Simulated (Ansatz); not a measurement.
Relaxation of BClH5NO (9 atoms, charge 0, multiplicity 1), to a largest force component of 0.03 eV/Å in at most 50 steps.

All numbers below come from Ansatz, RKS BLYP/6-31G*.

```xyz
9
Properties=species:S:1:pos:R:3:forces:R:3
B -0.021 0.582 -0.286 -0.26 2.04 0.51
H 0.046 -0.401 1.909 0.46 -1.64 0.27
O 1.234 0.051 -0.427 0.01 0.01 0.01
H 1.220 -0.838 -0.833 -0.04 0.01 0.00
Cl -1.493 -0.273 -0.908 0.00 -0.03 -0.01
N -0.199 1.889 0.386 0.31 -1.60 -1.19
H -1.059 2.421 0.284 0.00 0.00 -0.01
H 0.627 2.453 0.584 -0.03 0.03 0.00
H -0.168 0.273 1.983 -0.45 1.19 0.41
```

Problem. Where does it end, and by what steps?

Solution. The run converged. The force dipped under the threshold on the way, but the program's further checks kept it going. After 19 steps the energy has fallen by 0.412 eV; H2 moved furthest, 1.70 Å.

```
step  energy less start (eV)  largest force component (eV/Å)  accepted
   0                  0.0000                           2.037       yes
   1                 -0.2199                           0.807       yes
   2                 -0.3143                           0.412       yes
   3                 -0.3559                           0.201       yes
   4                 -0.3769                           0.176       yes
   5                 -0.3781                           0.323       yes
   6                 -0.3950                           0.055       yes
   7                 -0.3792                           0.793        no
   8                 -0.3985                           0.051       yes
   9                 -0.3999                           0.222       yes
  10                 -0.4028                           0.109       yes
  11                 -0.4060                           0.148       yes
  12                 -0.4083                           0.102       yes
  13                 -0.4087                           0.267       yes
  14                 -0.4102                           0.092       yes
  15                 -0.4108                           0.101       yes
  16                 -0.4114                           0.030       yes
  17                 -0.4118                           0.067       yes
  18                 -0.4119                           0.031       yes
  19                 -0.4120                           0.008       yes
```

```xyz
9
Properties=species:S:1:pos:R:3
B 0.054 0.633 -0.735
H -0.314 -0.011 3.520
O 1.310 0.226 -1.121
H 1.269 -0.457 -1.817
Cl -1.429 -0.081 -1.518
N -0.110 1.607 0.271
H -1.016 1.960 0.565
H 0.689 2.054 0.717
H -0.266 0.226 2.811
```

The run took 59 s on 1 thread of Arm Neoverse V1 (shared host), peak memory 0.15 GiB.
